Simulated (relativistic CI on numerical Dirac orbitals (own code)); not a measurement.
# Pb⁵⁵⁺: q coefficients and field-shift factors

Computed by Dirac-Coulomb-Breit CI, orbitals from a KLI potential per configuration, derivatives by finite differences, unscaled Slater integrals, QED left out (own radial code, finite nucleus).

CI space (outside the closed core [Ne]): 3s2.3p6.3d9, 3s2.3p5.3d10, 3s.3p6.3d10, 3s2.3p6.3d8.4s, 3s2.3p6.3d8.4p, 3s2.3p4.3d10.4s, 3s2.3p6.3d8.4d, 3s2.3p4.3d10.4p. Levels of other configurations are missing.

With x = (α/α₀)² − 1 an excitation energy changes as ω = ω₀ + qx; K = 2q/ω₀ is the relative enhancement. Terms are leading LS components, so labels can repeat. The field-shift factor is F = δν/δ⟨r²⟩ for the transition from the lowest level.

Lowest level 3s2.3p6.3d9 2D_5/2.

| Level | ω₀ (cm⁻¹) | q (cm⁻¹) | F (GHz/fm²) |
| --- | --- | --- | --- |
| 3s2.3p6.3d9 2D_3/2 | 882224 | 899100 | 35.9 |
| 3s2.3p5.3d10 2P°_3/2 | 4458355 | 1.103e+06 | 87.6 |
| 3s2.3p5.3d10 2P°_1/2 | 8623520 | 6.492e+06 | -1160 |
| 3s.3p6.3d10 2S_1/2 | 10953635 | 7.043e+06 | -15600 |
| 3s2.3p6.3d8.4s 4F_9/2 | 16872188 | -2.793e+06 | 5800 |
| 3s2.3p6.3d8.4s 2F_7/2 | 16900831 | -2.787e+06 | 5790 |
| 3s2.3p6.3d8.4s 2D_5/2 | 16964027 | -2.787e+06 | 5800 |
| 3s2.3p6.3d8.4s 2D_3/2 | 16978353 | -2.782e+06 | 5800 |
| 3s2.3p6.3d8.4s 2S_1/2 | 17156202 | -2.762e+06 | 5800 |
| 3s2.3p6.3d8.4s 4F_7/2 | 17747086 | -1.885e+06 | 5840 |
| 3s2.3p6.3d8.4s 4F_5/2 | 17755038 | -1.881e+06 | 5830 |
| 3s2.3p6.3d8.4p 4D°_7/2 | 17821626 | -2.581e+06 | 737 |
| 3s2.3p6.3d8.4p 2G°_9/2 | 17832796 | -2.585e+06 | 737 |
| 3s2.3p6.3d8.4s 4P_5/2 | 17836873 | -1.879e+06 | 5840 |
| 3s2.3p6.3d8.4s 4P_3/2 | 17844436 | -1.876e+06 | 5840 |
| 3s2.3p6.3d8.4s 2G_9/2 | 17883062 | -1.896e+06 | 5840 |
| 3s2.3p6.3d8.4s 4P_3/2 | 17886216 | -1.869e+06 | 5840 |
| 3s2.3p6.3d8.4s 2G_7/2 | 17890104 | -1.892e+06 | 5830 |
| 3s2.3p6.3d8.4s 2P_1/2 | 17904908 | -1.866e+06 | 5830 |
| 3s2.3p6.3d8.4p 2D°_3/2 | 17909067 | -2.577e+06 | 738 |
| 3s2.3p6.3d8.4p 2F°_5/2 | 17914817 | -2.578e+06 | 737 |
| 3s2.3p6.3d8.4p 2P°_1/2 | 18098410 | -2.553e+06 | 739 |
| 3s2.3p6.3d8.4s 4F_3/2 | 18677468 | -975700 | 5880 |

At this charge energies of transitions that change n are usually good to better than 1 %, and those within a shell (Δn = 0) to a few per cent.

Problem. Which transition from the lowest level has the largest |K|?

Solution. 3s2.3p6.3d9 2D_3/2 at 882224 cm⁻¹, K = 2.04.
